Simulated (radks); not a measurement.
The numbers below are computed, except where a source is named.
The chlorine anion Cl-, [Ar], held by a Watson sphere: a shell of charge +1 at radius R that stands for the Madelung well of a crystal (potential energy -1/R inside, -1/r outside, in hartree with lengths in bohr). Level of theory: non-relativistic Kohn-Sham, LDA (Slater exchange, Perdew-Wang correlation), spin-polarised, spherical densities, point nucleus (a radial shooting solver on a logarithmic mesh with Libxc functionals). Response by self-consistent Sternheimer equations with the Hartree and adiabatic LDA kernel. The sphere does not respond.

[
 {"R (bohr)": "3.83", "e(2p) (eV)": "-187.94", "e(3s) (eV)": "-17.709", "e(3p) (eV)": "-6.409", "<r> 3p (bohr)": "2.015", "sum of <r^2> (bohr^2)": "37.82", "X-ray form factor at sin(theta)/lambda = 0.3 1/angstrom": "9.545", "alpha (bohr^3)": "30.26"},
 {"R (bohr)": "3.85", "e(2p) (eV)": "-187.92", "e(3s) (eV)": "-17.683", "e(3p) (eV)": "-6.384", "<r> 3p (bohr)": "2.016", "sum of <r^2> (bohr^2)": "37.85", "X-ray form factor at sin(theta)/lambda = 0.3 1/angstrom": "9.545", "alpha (bohr^3)": "30.40"},
 {"R (bohr)": "4.4", "e(2p) (eV)": "-187.35", "e(3s) (eV)": "-17.042", "e(3p) (eV)": "-5.742", "<r> 3p (bohr)": "2.033", "sum of <r^2> (bohr^2)": "38.60", "X-ray form factor at sin(theta)/lambda = 0.3 1/angstrom": "9.547", "alpha (bohr^3)": "33.83"},
 {"R (bohr)": "4.51", "e(2p) (eV)": "-187.24", "e(3s) (eV)": "-16.926", "e(3p) (eV)": "-5.625", "<r> 3p (bohr)": "2.036", "sum of <r^2> (bohr^2)": "38.72", "X-ray form factor at sin(theta)/lambda = 0.3 1/angstrom": "9.547", "alpha (bohr^3)": "34.46"},
 {"R (bohr)": "4.63", "e(2p) (eV)": "-187.13", "e(3s) (eV)": "-16.803", "e(3p) (eV)": "-5.502", "<r> 3p (bohr)": "2.039", "sum of <r^2> (bohr^2)": "38.84", "X-ray form factor at sin(theta)/lambda = 0.3 1/angstrom": "9.547", "alpha (bohr^3)": "35.14"}
]
